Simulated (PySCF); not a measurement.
A structure optimised at r2SCAN-D4/def2-SVP, used in a PySCF frequency run:

```
C
H 1 1.1075
F 1 1.4132 2 106.67
C 1 1.5127 2 109.89 3 117.99
H 4 1.1011 1 111.16 2 -178.94
H 4 1.1017 5 108.37 1 121.56
H 4 1.1019 5 108.26 6 117.10
Si 1 1.9097 2 110.46 3 -112.01
H 8 1.4917 1 112.95 2 -57.47
H 8 1.4946 9 110.47 1 121.07
C 8 1.9357 9 110.07 10 119.21
O 11 1.2107 8 122.83 9 -24.71
H 11 1.1309 12 120.34 8 179.33
```
Charge 0, spin multiplicity 1.

### Question
Write its SMILES and formula.

### Answer
C[C@@H](F)[SiH2]C=O, C₃H₇FOSi

### Question
What are its rotational constants (standard atomic weights)?

### Answer
6.1696, 1.4529, 1.2492 GHz
